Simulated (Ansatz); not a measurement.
Ge₂Te₃⁻. Charge -1, multiplicity 2. Geometry PBE-D4/def2-SVPD, basis def2-TZVPD, Ansatz.

```xyz
5

Ge   -0.0839    1.1972   -0.9373
Ge    0.9338   -2.1246    0.0669
Te    1.5724    0.2494    1.0614
Te   -1.0825   -1.4053   -1.3705
Te   -1.3399    2.0832    1.1794
```

| run | HOMO (eV) | LUMO (eV) |
| --- | --- | --- |
| A | -0.87 | -0.29 |
| B | -0.83 | -0.20 |
| C | -1.75 | 0.37 |
| D | -1.15 | -0.15 |

In the def2 sets Te takes a core potential; there is no spin–orbit coupling. Another isomer (doublet) lies 0.70 eV lower at PBE0-D4/def2-TZVPD; other spin states weren't run for this one.

HOMO and LUMO are taken over both spins.

**Question.** The runs used PBE, PBE0, r2SCAN, revPBE. Estimate which is which.

**Answer.** A PBE (0 % exact exchange); B revPBE (0 % exact exchange); C PBE0 (25 % exact exchange); D r2SCAN (0 % exact exchange). Exact exchange lowers occupied and raises empty levels; among semilocal functionals meta-GGAs tend to open the gap a little, and such runs are hard to tell apart. The gap grows from 0.58 eV (PBE) to 2.12 eV (PBE0).
